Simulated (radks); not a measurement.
Polarisability of the krypton ion Kr6+, [Ar] 3d10 4s2, at imaginary frequency. Calculated with a radial shooting solver on a logarithmic mesh with Libxc functionals: non-relativistic Kohn-Sham, exchange-only LDA, spin-polarised, spherical densities, point nucleus. Response by self-consistent Sternheimer equations with the Hartree and adiabatic exchange-only LDA kernel.

| w (hartree) | alpha1(iw) (bohr^3) | alpha2(iw) (bohr^5) |
|---|---|---|
| 0.00266 | 2.848 | 3.320 |
| 0.0143 | 2.847 | 3.320 |
| 0.0360 | 2.843 | 3.318 |
| 0.0697 | 2.827 | 3.314 |
| 0.118 | 2.787 | 3.302 |
| 0.186 | 2.701 | 3.277 |
| 0.280 | 2.536 | 3.223 |
| 0.413 | 2.253 | 3.117 |
| 0.605 | 1.837 | 2.914 |
| 0.892 | 1.338 | 2.552 |
| 1.35 | 0.8690 | 1.985 |
| 2.12 | 0.5200 | 1.275 |
| 3.59 | 0.2964 | 0.6367 |
| 6.94 | 0.1491 | 0.2381 |
| 17.5 | 0.04551 | 0.05429 |

Static values: alpha1 = 2.848 bohr^3 (0.4221 angstrom^3; uncoupled 4.791), alpha2 = 3.320 bohr^5, alpha3 = 7.143 bohr^7. C6 = 5.486, C8 = 42.29, triple-dipole C9 = 10.87 atomic units. One-pole (London) frequency 4 C6 / (3 alpha1^2) = 0.902 hartree, against 3.661 for minus the highest occupied eigenvalue. The dipole shielding factor is 0.833, as the force sum rule N/Z = 0.833 demands.
